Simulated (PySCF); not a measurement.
# Computed records: ClGeH7Si2, BGeH6NO, BClGeH2N, CH5BGeO and others

Calculation on a computer-drawn molecule: the log of a Hartree-Fock and frozen-core CCSD(T) single point meant for a local Hartree-Fock minimum, with one planted fault or none, to be diagnosed. Offsets are logged minus clean, where the clean run is the same molecule without the fault. The reference is restricted for singlets and unrestricted otherwise, and also for a bond in bohr or an excited solution. Adding or removing an electron swaps singlet and doublet. The excited solution moves the top pair (singlet) or top alpha electron (doublet) to the lowest empty orbital. Highest occupied and lowest empty are orbital energies over both spins, largest force is the largest gradient component, triples share is (T) over the correlation energy, the T1 limit is 0.02 restricted and 0.045 unrestricted, electrons count all cores, a negative frequency is imaginary (commonest isotopes), and the dipole is about the centre of nuclear charge; on germanium a core potential holds 10 electrons, which the energies leave out, and 3d is frozen in MP2 and coupled-cluster steps. Program: PySCF 2.14.0.

Common to all runs: meant multiplicity 1; meant basis and core potential on germanium cc-pVDZ-PP ECP10MDF; logged SCF converged yes; logged CC converged yes; logged SCF stable within its kind yes; possible faults no fault, one electron removed, one electron added, multiplicity raised by two, geometry at a saddle point, SCF held on an excited solution, minimal basis STO-3G, one bond length entered in bohr, all coordinates scaled.

```json
{"entry": 1, "formula": "ClGeH7Si2", "logged_structure": {"atoms_angstrom": [["Si", 0.7112, 1.8852, -2.3405], ["Ge", 2.1674, 0.6726, -0.8571], ["Si", 6.5705, 0.4736, -1.9771], ["Cl", 1.4523, -1.4178, -0.9103], ["H", -0.6877, 1.7425, -1.8839], ["H", 1.0966, 3.3164, -2.3307], ["H", 0.8587, 1.3459, -3.7097], ["H", 1.9771, 1.1102, 0.5988], ["H", 7.1434, 1.8396, -1.9241], ["H", 7.2831, -0.4031, -1.0234], ["H", 6.6956, -0.0587, -3.3513]]}, "given": {"meant_charge": 0, "meant_basis": "cc-pV(D+d)Z", "logged_electrons": 84, "logged_basis_functions": 127, "logged_spin_squared": 0.9788, "logged_highest_occupied [eV]": -9.1643, "logged_lowest_empty [eV]": 0.24885, "logged_largest_force [hartree/bohr]": 0.0046439, "logged_T1_diagnostic": 0.014521, "logged_D1_diagnostic": 0.057461, "logged_triples_share": 0.023627, "logged_dipole_magnitude [debye]": 2.7039, "logged_energy_HF [hartree]": -1334.79555, "logged_energy_CCSD(T) [hartree]": -1335.29767, "drawn_bonds_atom": [1, 2, 2, 1, 1, 1, 2, 3, 3, 3], "drawn_bonds_other_atom": [2, 3, 4, 5, 6, 7, 8, 9, 10, 11], "drawn_bonds_order": [1, 1, 1, 1, 1, 1, 1, 1, 1, 1]}, "results": {"planted_fault": "one bond length entered in bohr, row 2 of the drawn bonds", "HF_energy_offset_from_clean_run [kcal/mol]": 51.08, "CCSD(T)_energy_offset_from_clean_run [kcal/mol]": 65.04}}
{"entry": 2, "formula": "BGeH6NO", "logged_structure": {"atoms_angstrom": [["B", -0.9394, -1.8665, 0.359], ["Ge", -0.0873, -0.54, -1.0038], ["N", 0.1898, 1.0488, -0.127], ["O", -1.1616, -0.3833, -2.4353], ["H", -2.0286, -1.639, 0.8087], ["H", -0.3782, -2.86, 0.7221], ["H", 1.2409, -0.9404, -1.6358], ["H", -0.6185, 1.4508, 0.3159], ["H", 0.6387, 1.7652, -0.672], ["H", -2.0581, -0.1494, -2.2439]]}, "given": {"meant_charge": 0, "meant_basis": "cc-pVDZ", "logged_electrons": 59, "logged_basis_functions": 95, "logged_spin_squared": 0.7615, "logged_highest_occupied [eV]": -0.6996, "logged_lowest_empty [eV]": 8.5738, "logged_largest_force [hartree/bohr]": 0.047167, "logged_T1_diagnostic": 0.012212, "logged_D1_diagnostic": 0.032636, "logged_triples_share": 0.024224, "logged_dipole_magnitude [debye]": 6.6179, "logged_energy_HF [hartree]": -450.85846, "logged_energy_CCSD(T) [hartree]": -451.47291, "drawn_bonds_atom": [1, 2, 2, 1, 1, 2, 3, 3, 4], "drawn_bonds_other_atom": [2, 3, 4, 5, 6, 7, 8, 9, 10], "drawn_bonds_order": [1, 1, 1, 1, 1, 1, 1, 1, 1]}, "results": {"planted_fault": "one electron added", "HF_energy_offset_from_clean_run [kcal/mol]": 8.372, "CCSD(T)_energy_offset_from_clean_run [kcal/mol]": -2.809}}
{"entry": 3, "formula": "BClGeH2N", "logged_structure": {"atoms_angstrom": [["N", -0.8054, -0.1666, 0.4103], ["Ge", 0.7785, -0.4409, 0.8649], ["B", 1.1855, -1.5209, -0.8747], ["Cl", 1.2743, -2.3165, -2.2841], ["H", -1.4202, 0.3643, 1.0142], ["H", 1.8522, -0.2326, 1.8972]]}, "given": {"meant_charge": 1, "meant_basis": "cc-pV(D+d)Z", "logged_electrons": 61, "logged_basis_functions": 84, "logged_spin_squared": 0.7565, "logged_highest_occupied [eV]": -23.393, "logged_lowest_empty [eV]": -12.773, "logged_largest_force [hartree/bohr]": 0.09102, "logged_T1_diagnostic": 0.022006, "logged_D1_diagnostic": 0.070765, "logged_triples_share": 0.03475, "logged_dipole_magnitude [debye]": 2.8054, "logged_energy_HF [hartree]": -832.36035, "logged_energy_CCSD(T) [hartree]": -832.81579, "drawn_bonds_atom": [1, 2, 3, 1, 2], "drawn_bonds_other_atom": [2, 3, 4, 5, 6], "drawn_bonds_order": [2, 1, 1, 1, 1]}, "results": {"planted_fault": "one electron removed", "HF_energy_offset_from_clean_run [kcal/mol]": 302.7, "CCSD(T)_energy_offset_from_clean_run [kcal/mol]": 343.3}}
{"entry": 4, "formula": "CH5BGeO", "logged_structure": {"atoms_angstrom": [["C", -1.5169, -1.047, 1.2405], ["Ge", -0.7277, -0.1844, 0.085], ["B", 1.1633, -0.3623, -0.1886], ["O", 1.7124, 0.3163, -1.0799], ["H", -1.0243, -1.6921, 1.8349], ["H", -2.5064, -0.9709, 1.4026], ["H", -1.4803, 0.7069, -0.7182], ["H", 1.753, -1.0658, 0.4465], ["H", 2.5781, 0.1853, -1.1501]]}, "given": {"meant_charge": 0, "meant_basis": "cc-pVDZ", "logged_electrons": 56, "logged_basis_functions": 90, "logged_spin_squared": 0.0, "logged_highest_occupied [eV]": -8.3026, "logged_lowest_empty [eV]": 2.044, "logged_largest_force [hartree/bohr]": 0.099663, "logged_T1_diagnostic": 0.013855, "logged_D1_diagnostic": 0.048202, "logged_triples_share": 0.029165, "logged_dipole_magnitude [debye]": 2.6368, "logged_energy_HF [hartree]": -433.63088, "logged_energy_CCSD(T) [hartree]": -434.17946, "drawn_bonds_atom": [1, 2, 3, 1, 1, 2, 3, 4], "drawn_bonds_other_atom": [2, 3, 4, 5, 6, 7, 8, 9], "drawn_bonds_order": [2, 1, 1, 1, 1, 1, 1, 1]}, "results": {"planted_fault": "all coordinates scaled, by -7.2 %", "HF_energy_offset_from_clean_run [kcal/mol]": 35.63, "CCSD(T)_energy_offset_from_clean_run [kcal/mol]": 45.73}}
{"entry": 5, "formula": "Ge2H7N", "logged_structure": {"atoms_angstrom": [["Ge", 1.2912, 0.8361, 0.1244], ["N", 1.3761, 2.7309, 0.7434], ["Ge", -0.1076, 3.8788, 1.4231], ["H", 2.8109, 0.1754, 0.2535], ["H", 0.2174, 0.039, 1.1075], ["H", 0.7835, 0.6998, -1.4588], ["H", 2.2194, 3.2918, 0.3375], ["H", 0.5509, 5.0875, 2.3548], ["H", -1.107, 2.9138, 2.3313], ["H", -0.9944, 4.5762, 0.1942]]}, "given": {"meant_charge": 0, "meant_basis": "cc-pVDZ", "logged_electrons": 78, "logged_basis_functions": 95, "logged_spin_squared": 0.0, "logged_highest_occupied [eV]": -9.9331, "logged_lowest_empty [eV]": 2.8428, "logged_largest_force [hartree/bohr]": 0.049348, "logged_T1_diagnostic": 0.013639, "logged_D1_diagnostic": 0.040449, "logged_triples_share": 0.028762, "logged_dipole_magnitude [debye]": 0.44193, "logged_energy_HF [hartree]": -645.22009, "logged_energy_CCSD(T) [hartree]": -645.67358, "drawn_bonds_atom": [1, 2, 1, 1, 1, 2, 3, 3, 3], "drawn_bonds_other_atom": [2, 3, 4, 5, 6, 7, 8, 9, 10], "drawn_bonds_order": [1, 1, 1, 1, 1, 1, 1, 1, 1]}, "results": {"planted_fault": "all coordinates scaled, by +8.5 %", "HF_energy_offset_from_clean_run [kcal/mol]": 34.18, "CCSD(T)_energy_offset_from_clean_run [kcal/mol]": 24.46}}
{"entry": 6, "formula": "C2H6GeO", "logged_structure": {"atoms_angstrom": [["C", -0.3532, -0.1701, 1.5799], ["O", -0.1397, -0.3733, 0.2222], ["C", 0.661, 0.6011, -0.3931], ["Ge", -0.3098, 2.3037, -0.8633], ["H", -1.0045, -0.9658, 1.9371], ["H", -0.8412, 0.7926, 1.7799], ["H", 1.4229, -0.2311, 2.6466], ["H", 1.5716, 0.7987, 0.1908], ["H", 1.0003, 0.1776, -1.3452], ["H", 0.9836, 2.9412, -1.532]]}, "given": {"meant_charge": 0, "meant_basis": "cc-pVDZ", "logged_electrons": 58, "logged_basis_functions": 95, "logged_spin_squared": 0.8707, "logged_highest_occupied [eV]": -8.8522, "logged_lowest_empty [eV]": 0.57435, "logged_largest_force [hartree/bohr]": 0.03398, "logged_T1_diagnostic": 0.06396, "logged_D1_diagnostic": 0.26771, "logged_triples_share": 0.035402, "logged_dipole_magnitude [debye]": 0.67905, "logged_energy_HF [hartree]": -447.28746, "logged_energy_CCSD(T) [hartree]": -447.90609, "drawn_bonds_atom": [1, 2, 3, 1, 1, 1, 3, 3, 4], "drawn_bonds_other_atom": [2, 3, 4, 5, 6, 7, 8, 9, 10], "drawn_bonds_order": [1, 1, 1, 1, 1, 1, 1, 1, 1]}, "results": {}, "notes": ["T1 above single-reference limit"]}
```

Question: Give the missing planted fault for C2H6GeO (entry 6).
Answer: one bond length entered in bohr, row 6 of the drawn bonds

Further results for C2H6GeO (entry 6):

| Item | Value |
| --- | --- |
| HF energy offset from clean run | 75.58 kcal/mol |
| CCSD(T) energy offset from clean run | 74.14 kcal/mol |
